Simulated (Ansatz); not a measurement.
Basis-set extrapolation for C$_{6}$H$_{12}$O (`OC1CCCCC1`) (PBE0-D4/def2-TZVP geometry, frozen core, Ansatz 0.2.0). Multiplicity 1, RHF reference.

```csv
,def2-TZVPP,def2-QZVPP
HF,-309.172609,-309.186789
MP2 correlation,-1.275364,-1.359137
CCSD(T) correlation,-1.387680,not run
```

Energies in hartree. Use E(X) = E(∞) + A·exp(−7.88·√X) for Hartree–Fock and E(X) = E(∞) + B·X^(−2.97) for correlation, with X = 3 and 4, and add CCSD(T) minus MP2 of the smaller set to the MP2 limit.

What is the CCSD(T) energy at the basis-set limit?

HF limit: -309.186789 + (-0.014180) × 0.13774 = -309.18874. MP2 limit: -1.359137 + (-0.083773) × 0.74074 = -1.42119. Higher-order term: -1.387680 − (-1.275364) = -0.11232. Total: -310.72225 hartree, 425.2 kJ/mol below CCSD(T)/def2-TZVPP.
